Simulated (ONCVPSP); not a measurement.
## Varying the ONCV potential for gold

Base potential:

ONCVPSP 4.0.1 input, shortened (lines: element, Z, core and valence counts, functional; n l f; lmax; l rc ep ncon nbas qcut; lloc lpopt rc5 dvloc0; l nproj debl; icmod fcfact rcfact), PW91, scalar-relativistic:

```
  Au 79.00   10    3  -109134      upf
    1    0    2.00
    2    0    2.00
    2    1    6.00
    3    0    2.00
    3    1    6.00
    3    2   10.00
    4    0    2.00
    4    1    6.00
    4    2   10.00
    4    3   14.00
    5    0    2.00
    5    1    6.00
    5    2    8.00
    3
    0    1.30    0.00    4    7    7.50
    1    1.25    0.00    5    9    7.20
    2    1.55    0.00    4    7    5.30
    3    1.35    0.20    4    8    8.50
    4    3    1.10    0.00
    0    2    1.90
    1    2    3.10
    2    3    3.40
    3    1    4.00
    0    0.00    0.00
```

In the s channel the program set the typed energies aside and used -5.321, 0.250 Ha. In the p channel the program set the typed energies aside and used -3.520, 0.250 Ha.

Cutoffs, loose and tight: the cutoffs (Ha) at which the residual kinetic energy of the hardest occupied pseudo-wave falls to 1 and 0.1 mHa per electron. They do not see the model core or the augmentation charge, which bear on the density cutoff. Test errors are all-electron minus pseudo excitation energies from the reference, over the configurations 5s2 5p6 5d10 6s1; 5s2 5p6 5d10; 5s2 5p6 5d9; 5s2 5p6 5d9 6s2. A dash means not determined; rows that change the core or the reference have their own tests.

A true bound ghost makes a file unfit for plane-wave use even where its test errors are small: the radial tests pick states by their node count and pass the ghost by.

| change | outcome | cutoff, loose | cutoff, tight | bound ghosts | GHOST(+) flags above zero | largest test error (meV) |
| --- | --- | --- | --- | --- | --- | --- |
| base | generated, projector energies reset by the program | 137 Ha | 166 Ha | none | s | +21 |
| core correction Teter function, fcfact 4.25, rcfact 1 | generated, projector energies reset by the program | 137 Ha | 166 Ha | none | s | +20 |

**Question.** What comes out with this change to the base: d: qcut 4?

**Answer.** outcome: generated, projector energies reset by the program; cutoff, loose: 137 Ha; cutoff, tight: 166 Ha; bound ghosts: d; GHOST(+) flags above zero: s, d; largest test error (meV): +17.

**Question.** What comes out with this change to the base: core [Kr] 4d10 4f14 5s2, valence charge 17; reference 5p6 5d10 6s0.75; waves now 6s: rc 2.50 bohr, ncon 3, nbas 6, qcut 2 1/bohr, 2 projectors, debl 1 Ha; 5p: rc 1.25 bohr, ncon 4, nbas 8, qcut 5.9 1/bohr, 1 projector; 5d: rc 2.10 bohr, ncon 4, nbas 9, qcut 9 1/bohr, 3 projectors, debl 2.5 Ha; f scattering state at 0.36 Ha: rc 2.65 bohr, ncon 4, nbas 8, qcut 3.7 1/bohr, 1 projector; local potential polynomial inside 1.10 bohr (lpopt 5, dvloc0 0 Ha)?

**Answer.** outcome: generated; cutoff, loose: 114 Ha; cutoff, tight: 136 Ha; bound ghosts: s; GHOST(+) flags above zero: f; largest test error (meV): +38.
